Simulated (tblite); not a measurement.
C5H12N2Si.
Numbering: `[CH3:1][CH2:2][CH2:3][NH:4][Si@@H:5]1[CH2:6][CH:7]=[N:8]1` (hydrogens: H9, H10, H11 on C1; H12, H13 on C2; H14, H15 on C3; H16 on N4; H17 on Si5; H18, H19 on C6; H20 on C7)

Structure used (GFN2-xTB), in Å, numbered top down from 1:
```
atom  x, y, z in Å
C1     2.2461   -0.5665   -0.6568
C2     2.1768   -0.4339    0.8578
C3     1.0844    0.5385    1.3143
N4    -0.2574    0.0692    1.0692
Si5   -1.1043    0.3304   -0.3943
C6    -2.9930   -0.0367   -0.3430
C7    -2.6107   -1.0260   -1.3898
N8    -1.3492   -1.0017   -1.5813
H9     2.4682    0.3967   -1.1103
H10    1.3005   -0.9228   -1.0572
H11    3.0272   -1.2686   -0.9389
H12    1.9838   -1.4129    1.3032
H13    3.1354   -0.0759    1.2399
H14    1.2004    1.4897    0.7937
H15    1.1947    0.7211    2.3899
H16   -0.4431   -0.7875    1.5709
H17   -0.6935    1.5890   -0.9920
H18   -3.6936    0.7185   -0.6908
H19   -3.4075   -0.5036    0.5472
H20   -3.2705   -1.6904   -1.9349
```

Computed with GFN2-xTB (tblite): harmonic, unscaled wavenumbers at the GFN2-xTB geometry, gas phase. This tight-binding method is rough: wavenumbers can miss measured ones by several per cent, in bad cases by 10 to 20. Modes of hydrogen on silicon can be 10 to 20 % off. One conformer, not necessarily the lowest.

Harmonic wavenumbers (cm⁻¹): 37.2, 65.8, 93.9, 126.6, 158.5, 235.6, 276.8, 320.3, 327.7, 440.5, 519.5, 536.3, 569.8, 643.5, 667.4, 695.7, 794.2, 805.8, 835.1, 874.3, 926.8, 928.4, 1009.6, 1046.9, 1054.0, 1097.5, 1110.1, 1169.9, 1175.3, 1218.0, 1226.5, 1262.5, 1332.4, 1343.2, 1373.9, 1418.4, 1437.3, 1479.8, 1484.7, 1499.5, 1499.6, 1623.1, 2348.7, 2910.3, 2965.5, 2978.2, 2992.1, 2994.0, 3003.8, 3017.2, 3035.0, 3038.0, 3052.6, 3430.2.

A = 3635, B = 1011, C = 861.0 MHz; mass 128.077 u (most abundant isotopes); point group C1, symmetry number 1.

Task: What is the zero-point energy?

Result: Half the sum of the wavenumbers: 36254 cm⁻¹ = 103.66 kcal/mol.

Task: Give the ideal-gas entropy at 273.15 K and 1 bar in the rigid-rotor, harmonic-oscillator model (classical rotation).

Result: Translation 40.05, rotation 28.75, vibration 27.48: S = 96.3 cal/(mol K).

Task: And Cp and H(273.15 K) − H(0)?

Result: Cp = 36.12 cal/(mol K), of which vibrations give 28.17 (their classical limit is 54 R = 107.3); H(273.15 K) − H(0) = 6.06 kcal/mol without the zero-point energy, 3.89 from vibrations.

Task: What must be added to the electronic energy to get the Gibbs energy at 273.15 K and 1 bar?

Result: ZPE + [H(273.15 K) − H(0)] − T·S = 103.66 + 6.06 − 26.30 = 83.42 kcal/mol.

Task: Which modes carry the vibrational entropy at 273.15 K?

Result: 37.2 cm⁻¹: 5.23; 65.8 cm⁻¹: 4.10; 93.9 cm⁻¹: 3.41; 126.6 cm⁻¹: 2.83; 158.5 cm⁻¹: 2.40; 235.6 cm⁻¹: 1.68 cal/(mol K); the other 48 give 7.83 together.

Task: Blend soft modes into free rotors: weight 1/[1 + (100 cm⁻¹/ν̃)⁴] for the oscillator and the rest for a rotor with moment μB/(μ + B), μ = h/(8π²ν), B = 10⁻⁴⁴ kg m². What vibrational entropy results?

Result: 24.86 cal/(mol K) in place of 27.48, which changes −T·S at 273.15 K by +0.72 kcal/mol.

Task: How do the functions run with temperature in this model?

Result: 
```tsv
T (K)	S (cal/(mol K))	Cp (cal/(mol K))	H − H(0) (kcal/mol)	G − H(0) (kcal/mol)	ln q(vib)
100	70.3	18.9	1.34	-5.69	2.03
200	86.3	28.4	3.70	-13.56	4.74
300	99.8	39.0	7.07	-22.87	7.37
500	124.5	58.3	16.90	-45.34	12.60
800	156.4	77.3	37.49	-87.62	20.20
1000	174.6	85.5	53.81	-120.75	24.95
```

q(vib) and H(0) count from the zero-point level.

Hindered rotation and anharmonicity are outside this model. Other conformers, if any are populated, would add a mixing term that is left out. The structure is chiral; the term R ln 2 for an equal mix with its mirror image is left out.
